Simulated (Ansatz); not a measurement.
Input for Ansatz (a quantum-chemistry and plane-wave program): R-B3LYP/def2-TZVPP on H4Se2Si (SMILES [SiH3][Se][SeH]), a point of a torsion scan.

Ansatz 0.2 input:
```yaml
crystal:
  periodic: [false, false, false]
  atoms:
    - {symbol: Si, position_ang: [-1.02585433, -0.15478309, 0.02972765]}
    - {symbol: Se, position_ang: [0.40386212, 1.62441287, -0.31776461]}
    - {symbol: Se, position_ang: [2.43414695, 0.61754098, 0.14387941]}
    - {symbol: H, position_ang: [-0.63085642, -1.21748703, -0.89458921]}
    - {symbol: H, position_ang: [-2.32799273, 0.41277549, -0.28321735]}
    - {symbol: H, position_ang: [-0.89577484, -0.59979261, 1.41314639]}
    - {symbol: H, position_ang: [2.36015843, -0.40278638, -0.89389196]}
basis:
  gaussian:
    orbitals: def2-TZVPP
hamiltonian:
  xc: {name: B3LYP}
scf: {lower_state_search: off}
```

The head of its log:

```
WARN ansatz: RAYON_NUM_THREADS=2 ignored (pool sized by the plan → 2); use --threads N
Functional definition: B3LYP
these checks for a lower state are left out or cut short: stability, starts, cluster_reference, orbital_swaps, neighbouring_geometries, increment
integrals: 0.14 GiB planned
1345 factors; their error is unknown
mean field: 1.32 GiB planned
mean field evaluation 1: about -138644.4907 eV, gradient 1.6e1 eV
mean field evaluation 2: about -138644.8543 eV, gradient 9.6e0 eV
```

Q: Predict the final total energy.

A: -5095.1370 hartree.
